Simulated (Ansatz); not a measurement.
Wavefunction ladder for C2H5AlClF (`C[CH2][Al]([F])[Cl]`)

Cartesian coordinates in Å:
```
C -0.158 0.685 -1.129
C 0.245 0.558 0.339
Al 0.022 -1.197 1.131
F 0.375 -1.458 2.717
Cl -0.666 -2.849 0.051
H 0.004 1.700 -1.502
H 0.414 0.007 -1.766
H -1.213 0.445 -1.281
H 1.295 0.842 0.479
H -0.317 1.267 0.960
```

Charge 0, multiplicity 1. The structure was optimised at the PBE0-D4/def2-TZVP level. It is one conformer, not always the lowest. Frozen core, restricted reference, the Gaussian-basis code of Ansatz. CBS rows extrapolate triple and quadruple zeta; past MP2 they add the triple-zeta difference.

| basis | HF (Eh) | MP2 corr. |
| --- | --- | --- |
| def2-SVP | -879.30564 | -0.66469 |
| def2-TZVPP | -879.76371 | -0.86448 |
| def2-QZVPP | -879.79236 | -0.93726 |

(1) Estimate the CCSD correlation energy and the (T) correction in each basis where they were run (hartree).

Results:

(1) 
```tsv
basis	CCSD corr.	(T)
def2-SVP	-0.71093	-0.01579
def2-TZVPP	-0.90759	-0.03275
CBS(def2)	-1.03428	as TZ
```
